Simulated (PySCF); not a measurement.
Delta-SCF ions had no search for a lower state. Excitations are Tamm–Dancoff values on a coarser integration grid. The basis has no diffuse functions, so Rydberg states are missing or too high.

## H3InO, SMILES `[OH][InH2]` (H–O–In–H torsion 0°) (charge 0, multiplicity 1)

These are M06-2X/def2-TZVP // B3LYP-D3(BJ)/def2-TZVP (PySCF 2.14.0) values and carry that method's errors.

```
Quantity                                                                 Result
--------------------------------------  ---------------------------------------
HOMO                                                                   -9.53 eV
dipole moment                                                            2.14 D
LUMO                                                                   -1.06 eV
HOMO–LUMO gap                                                           8.46 eV
S1 excitation (TDA)                                                     5.41 eV
S1 oscillator strength                                                    0.003
T1 excitation (TDA)                                                     5.05 eV
S1–T1 gap (TDA)                                                         0.36 eV
vertical ionisation energy (Delta-SCF)                                 10.73 eV
total energy                                                       -267.0789 Ha
cost                                    about 2.0 core-minutes (a rough figure)
```

```xyz
5

O      1.3157    -0.4852     0.0380
In    -0.6369    -0.0228    -0.0254
H      1.8935     0.2833     0.0811
H     -0.9781     1.6622     0.0062
H     -1.5941    -1.4375    -0.0998
```
Charge 0, spin multiplicity 1.
